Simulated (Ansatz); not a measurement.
Reaction (homolysis of the H–O bond): `N[SiH](O)O` → H• + `N[SiH]([O])O`•

Calculated with Ansatz (gas phase, PBE0-D4/def2-TZVP geometries, no zero-point term in ΔE). CCSD(T)/CBS is frozen-core, at the limit of the def2 triple- and quadruple-zeta sets. DFT in def2-TZVPP. No spin–orbit coupling; open shells (•) take unrestricted orbitals. One conformer a species, not always the lowest.

```csv
level,ΔE (kJ/mol)
r2SCAN-D4,502.8
PBE,502.2
PBE0,505.1
HF/def2-QZVPP,379.3
SCS-MP2/def2-QZVPP,545.3
CCSD/def2-QZVPP,522.6
CCSD(T)/def2-QZVPP,529.5
MP2/CBS(def2),556.7
```

**Question.** What does CCSD(T)/CBS give? (Estimate.)

**Answer.** The calculation gave: +534.0 kJ/mol. The listed levels differ from it by -31.2, -31.8, -28.9, -154.7, 11.3, -11.4, -4.5, 22.7 kJ/mol.

Largest T1 diagnostic among the species: 0.015.

In def2-TZVPP, CCSD(T) changes the Hartree–Fock value by +144.1 kJ/mol (the triples alone add +6.3 kJ/mol) and MP2 by +164.7 kJ/mol; breaking electron pairs costs correlation energy, which Hartree–Fock lacks.
